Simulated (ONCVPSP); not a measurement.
## What the settings do to the ONCV potential of W

Base potential:

```
Element                 : tungsten (W)
Generator               : ONCVPSP 4.0.1
Type                    : optimised norm-conserving Vanderbilt (ONCV)
Functional              : PBE
Relativity              : scalar-relativistic
Frozen core             : [Kr] 4d10
Valence charge          : 28
Reference configuration : 4f14 5s2 5p6 5d4 6s2
Partial waves           : 5s+6s: rc 1.90 bohr, ncon 4, nbas 8, qcut 5.3 1/bohr, 2 projectors; 5p: rc 1.85 bohr, ncon 4, nbas 8, qcut 6.8 1/bohr, 2 projectors, debl 1.5 Ha; 5d: rc 2.35 bohr, ncon 3, nbas 8, qcut 8.1 1/bohr, 1 projector; 4f: rc 0.80 bohr, ncon 4, nbas 8, qcut 18.4 1/bohr, 2 projectors, debl 1.2 Ha
Local potential         : polynomial inside 0.70 bohr (lpopt 5, dvloc0 6 Ha)
Core correction         : none
```

In the p channel the program set the typed energies aside and used -1.588, 0.250 Ha. In the f channel the program set the typed energies aside and used -1.220, 0.250 Ha.

All-electron outer shells of the reference configuration (PBE, scalar-relativistic, ld1.x):

```csv
shell,level (eV),outermost node (bohr),outermost maximum (bohr)
4d,-238.43,0.22,0.45
5s,-79.07,0.53,0.96
5p,-43.20,0.57,1.09
4f,-33.21,–,0.43
6s,-5.71,1.28,2.67
5d,-4.48,0.63,1.49
```

Cutoffs, loose and tight: the cutoffs (Ha) at which the residual kinetic energy of the hardest occupied pseudo-wave falls to 1 and 0.1 mHa per electron. They do not see the model core or the augmentation charge, which bear on the density cutoff. Test errors are all-electron minus pseudo excitation energies from the reference, over the configurations 4f14 5s2 5p6 5d4 6s1; 4f14 5s2 5p6 5d4 6s0; 4f14 5s2 5p6 5d3 6s0; 4f13 5s2 5p6 5d5 6s1. A dash means not determined; rows that change the core or the reference have their own tests.

A true bound ghost makes a file unfit for plane-wave use even where its test errors are small: the radial tests pick states by their node count and pass the ghost by.

```csv
change,outcome,"cutoff, loose","cutoff, tight",bound ghosts,GHOST(+) flags above zero,largest test error (meV)
base,"generated, projector energies reset by the program",202 Ha,424 Ha,"s, p",none,+143
s: qcut 3.4; p: qcut 4.4; d: qcut 5.2; f: qcut 11.8,"failed: ERROR pspot: first pseudo wave function has node, program will stop",–,–,–,–,–
s: qcut 3.9; p: qcut 5; d: qcut 6; f: qcut 13.6,"generated, projector energies reset by the program",512 Ha,714 Ha,"s, p",f,+137
s: qcut 4.4; p: qcut 5.7; d: qcut 6.8; f: qcut 15.4,"generated, projector energies reset by the program",432 Ha,578 Ha,"s, p",none,+199
s: qcut 5.5; p: qcut 7.1; d: qcut 8.5; f: qcut 19.2,"generated, projector energies reset by the program",178 Ha,395 Ha,"s, p",none,+100
s: qcut 6.7; p: qcut 8.7; d: qcut 10.3; f: qcut 23.4,"failed: ERROR pspot: first pseudo wave function has node, program will stop",–,–,–,–,–
s: qcut 7.2; p: qcut 9.3; d: qcut 11; f: qcut 25.1,"generated, projector energies reset by the program",239 Ha,264 Ha,s,p,-24
s: qcut 7.6; p: qcut 9.8; d: qcut 11.7; f: qcut 26.5,"failed: ERROR pspot: first pseudo wave function has node, program will stop",–,–,–,–,–
```

**Question.** What comes out with this change to the base: s: qcut 6.2; p: qcut 8; d: qcut 9.5; f: qcut 21.7?

**Answer.** outcome: generated, projector energies reset by the program; cutoff, loose: 204 Ha; cutoff, tight: 221 Ha; bound ghosts: s, p; GHOST(+) flags above zero: none; largest test error (meV): -15.

**Question.** What comes out with this change to the base: s: qcut 5; p: qcut 6.5; d: qcut 7.7; f: qcut 17.5?

**Answer.** outcome: generated, projector energies reset by the program; cutoff, loose: 363 Ha; cutoff, tight: 449 Ha; bound ghosts: s, p; GHOST(+) flags above zero: none; largest test error (meV): +173.
